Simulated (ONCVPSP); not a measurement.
**What one change does to a pseudopotential (ruthenium (Ru), ONCV)**

* Element: Ru
* Generator: ONCVPSP 4.0.1
* Type: optimised norm-conserving Vanderbilt (ONCV)
* Functional: PBE
* Relativity: scalar-relativistic
* Frozen core: [Ar] 3d10
* Valence charge: 16
* Reference configuration: 4s2 4p6 4d7.5 5s0.5
* Partial waves: 4s+5s: rc 1.80 bohr, ncon 4, nbas 7, qcut 5.4 1/bohr, 2 projectors; 4p: rc 1.55 bohr, ncon 4, nbas 8, qcut 8.2 1/bohr, 3 projectors, debl 2.4 Ha; 4d: rc 1.70 bohr, ncon 4, nbas 9, qcut 9.1 1/bohr, 2 projectors, debl 3.1 Ha
* Local potential: polynomial inside 1.00 bohr (lpopt 4, dvloc0 0 Ha)
* Core correction: none

All-electron outer shells of the reference configuration (PBE, scalar-relativistic, ld1.x):

```tsv
shell	level (eV)	outermost node (bohr)	outermost maximum (bohr)
3d	-271.56	–	0.30
4s	-74.90	0.48	0.92
4p	-45.01	0.49	0.98
4d	-4.12	0.48	1.23
5s	-3.80	1.24	2.80
```

Change: all radii scaled by about 0.91 (s 1.64, p 1.40, d 1.54 bohr); local potential polynomial inside 0.90 bohr (lpopt 4, dvloc0 0 Ha).

Cutoffs: the cutoffs (Ha) at which the residual kinetic energy of the hardest occupied pseudo-wave falls to 1 and 0.1 mHa per electron; they do not see the model core or the augmentation charge, which bear on the density cutoff. Errors are all-electron minus pseudo energies relative to the spin-unpolarised reference configuration.

Q: What does the change do?

A: The potential gets harder (25 Ha and 30 Ha → 26 Ha and 43 Ha); the errors of the 4 common tests hardly move; neither file shows a bound ghost. A smaller radius makes the pseudo-wave follow the all-electron one further in, where it bends more sharply, so more plane waves are needed.

```tsv
quantity	base	changed
cutoff, loose	25 Ha	26 Ha
cutoff, tight	30 Ha	43 Ha
loose cutoff by channel	s 11 Ha, p 19 Ha, d 25 Ha	s 15 Ha, p 25 Ha, d 26 Ha
bound ghosts	none	none
GHOST(+) flags under 300 eV	s at 137.8 eV	s at 147.0 eV
error for 4s2 4p6 4d7 5s1, meV [ΔE 0.32 eV]	+0.3	+0.4
error for 4s2 4p6 4d7 5s0, meV [ΔE 7.61 eV]	-0.5	-0.6
error for 4s2 4p6 4d6 5s0, meV [ΔE 25.80 eV]	-1.1	-1.2
error for 4s2 4p6 4d7 5s0.5, meV [ΔE 3.18 eV]	+0.2	+0.2
```
